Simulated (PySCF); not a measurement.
A species of formula C7H9N has this rotational fingerprint, computed with PBE0/pcSseg-1 in PySCF (dipole) on a GFN2-xTB geometry, gas phase:

- Rotational constants: A = 4724, B = 1899, C = 1703 MHz
- Dipole components: |μa| = 0.09 D, |μb| = 1.12 D, |μc| = 0.58 D
- Inertial defect: -76.35 u·Å²
- κ: -0.87

Task: Which structure is it? (One computed conformer of each.)
A. `[CH3:1][CH2:2][c:3]1[cH:4][cH:5][n:6][cH:7][cH:8]1` with C1–C2–C3–C4 89°
B. `[N:1]#[C:2][CH:3]=[C:4]1[CH2:5][CH2:6][CH2:7][CH2:8]1` with C3–C4–C5–C6 -168°, C4–C5–C6–C7 -31°, C5–C6–C7–C8 39°, C6–C7–C8–C4 -32°
C. `[CH2:1]=[C:2]=[C:3]=[C:4]([CH:5]=[CH2:6])[CH2:7][NH2:8]` with C3–C4–C5–C6 -173°, C3–C4–C7–N8 114°, C4–C7–N8–H -58° and -176°
D. `[CH2:1]=[C:2](/[CH:3]=[CH:4]\[C:5]#[N:6])[CH2:7][CH3:8]` with C1–C2–C3–C4 -176°, C1–C2–C7–C8 -98°
E. `[CH2:1]=[N:2][CH2:3][C:4]1=[CH:5][CH2:6][CH:7]=[CH:8]1` with C1–N2–C3–C4 -118°, N2–C3–C4–C5 121°
F. `[CH2:1]=[N:2][C@:3]12[CH2:4][C@@H:5]3[C@H:6]([CH2:7]1)[C@H:8]23` with C1–N2–C3–C4 14°

Result: F. It is C=N[C@]12C[C@@H]3[C@H](C1)[C@@H]32, an asymmetric top, point group C1. The candidates at the same level (rigid rotor, commonest isotopes):

| SMILES | A (MHz) | B (MHz) | C (MHz) | μa (D) | μb (D) | μc (D) | Δ (u·Å²) | point group | rotor |
| --- | --- | --- | --- | --- | --- | --- | --- | --- | --- |
| N#CC=C1CCCC1 | 5456 | 1234 | 1042 | 4.76 | 1.50 | 0.12 | -17.47 | C1 | near-prolate asymmetric top |
| C=C(/C=C\C#N)CC | 3142 | 1630 | 1179 | 3.44 | 1.89 | 0.75 | -42.05 | C1 | asymmetric top |
| C=NCC1=CCC=C1 | 5379 | 1243 | 1139 | 0.01 | 1.51 | 0.12 | -56.84 | C1 | near-prolate asymmetric top |
| C=C=C=C(C=C)CN | 3644 | 1134 | 907.9 | 0.17 | 1.27 | 0.09 | -27.82 | C1 | asymmetric top |
| CCc1ccncc1 | 4776 | 1499 | 1257 | 2.75 | 0.00 | 0.39 | -40.98 | Cs | asymmetric top |
| C=N[C@]12C[C@@H]3[C@H](C1)[C@@H]32 | 4724 | 1899 | 1703 | 0.09 | 1.12 | 0.58 | -76.35 | C1 | asymmetric top |

`N#CC=C1CCCC1` has C 39 % too low; `C=C=C=C(C=C)CN` has C 47 % too low; `CCc1ccncc1` has C 26 % too low; `C=C(/C=C\C#N)CC` has A 33 % too low; `C=NCC1=CCC=C1` has B 35 % too low. No structure here is proved a minimum.
